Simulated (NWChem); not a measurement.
Species: CH2NO, doublet; SMILES [NH]C=O

```xyz
5

N      0.1653    -1.1359    -0.0373
C     -0.4519     0.0440     0.0306
O      0.2451     1.0872    -0.0194
H      1.1597    -1.0846     0.2526
H     -1.5664     0.0741    -0.0199
```
Atoms are numbered in this order, from 1.

Computed with NWChem. Spin-unrestricted. Structure relaxed at the PBE-D3(BJ)/def2-SVP, spin-unrestricted level. No stability test was run on the SCF state.

For level KT2/def2-SVP:

```yaml
highest occupied level (eV): -6.42
lowest empty minus highest occupied level, either spin (eV): 1.12
dipole (D): 1.06
```

Question: What are these values for level B3LYP/def2-SVP?

Answer: The highest occupied level (eV) is -7.68 and the lowest empty minus highest occupied level, either spin (eV) is 3.04. The dipole (D) is 1.19.
